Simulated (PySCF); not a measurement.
Simulated P 2p region for `[PH2][GeH2][Br]`, binding energy against the vacuum level.

Every computed line was given a Gaussian of 0.7 eV full width at half maximum and an area set by the number of equivalent atoms (split 2:1 within a doublet); the highest printed point is 100. Method: delta-SCF UKS SCAN, pcX-2 on the ionised atom, pcseg-1 elsewhere, spin-free X2C (PySCF 2.14.0).

```json
{"binding energy (eV)": "135.7", "intensity": "0"}
{"binding energy (eV)": "135.8", "intensity": "1"}
{"binding energy (eV)": "135.9", "intensity": "2"}
{"binding energy (eV)": "136.0", "intensity": "5"}
{"binding energy (eV)": "136.1", "intensity": "11"}
{"binding energy (eV)": "136.2", "intensity": "22"}
{"binding energy (eV)": "136.3", "intensity": "37"}
{"binding energy (eV)": "136.4", "intensity": "56"}
{"binding energy (eV)": "136.5", "intensity": "76"}
{"binding energy (eV)": "136.6", "intensity": "92"}
{"binding energy (eV)": "136.7", "intensity": "100"}
{"binding energy (eV)": "136.8", "intensity": "97"}
{"binding energy (eV)": "136.9", "intensity": "86"}
{"binding energy (eV)": "137.0", "intensity": "70"}
{"binding energy (eV)": "137.1", "intensity": "55"}
{"binding energy (eV)": "137.2", "intensity": "46"}
{"binding energy (eV)": "137.3", "intensity": "44"}
{"binding energy (eV)": "137.4", "intensity": "46"}
{"binding energy (eV)": "137.5", "intensity": "50"}
{"binding energy (eV)": "137.6", "intensity": "51"}
{"binding energy (eV)": "137.7", "intensity": "48"}
{"binding energy (eV)": "137.8", "intensity": "41"}
{"binding energy (eV)": "137.9", "intensity": "31"}
{"binding energy (eV)": "138.0", "intensity": "21"}
{"binding energy (eV)": "138.1", "intensity": "13"}
{"binding energy (eV)": "138.2", "intensity": "7"}
{"binding energy (eV)": "138.3", "intensity": "3"}
{"binding energy (eV)": "138.4", "intensity": "1"}
{"binding energy (eV)": "138.5", "intensity": "1"}
{"binding energy (eV)": "138.6", "intensity": "0"}
```

How many maxima does the curve show, and how many computed lines lie under it?

The curve has 2 maxima (at 136.7 and 137.6 eV). Under it lie 2 lines from 1 inequivalent phosphorus site, drawn as a 2p3/2, 2p1/2 pair.

Decompose the envelope and assign each component. Numbering: `[PH2:1][GeH2:2][Br:3]`.

```json
{"position (eV)": "136.72", "relative area": "0.67", "line": "P 2p3/2", "atoms": "P1", "environment": "three-coordinate phosphorus"}
{"position (eV)": "137.61", "relative area": "0.33", "line": "P 2p1/2", "atoms": "P1", "environment": "three-coordinate phosphorus"}
```

Shake-up satellites, vibrational structure and lifetime widths aren't simulated. Spin–orbit and ligand-field terms were added within each 2p shell after the spin-free SCF. 2p1/2 minus 2p3/2 (ligand field included): P 0.89 eV. One conformer (not necessarily the lowest) at the PBE0-D3(BJ)/def2-SVP geometry, without solvent, vibrations or thermal averaging.

The run took 7.9 s wall on Arm Neoverse V1, one thread, shared host.

Shape of the structure used: `[PH2:1][GeH2:2][Br:3]`: H–P1–Ge2–Br3 -70°, H–P1–Ge2–Br3 -164°.
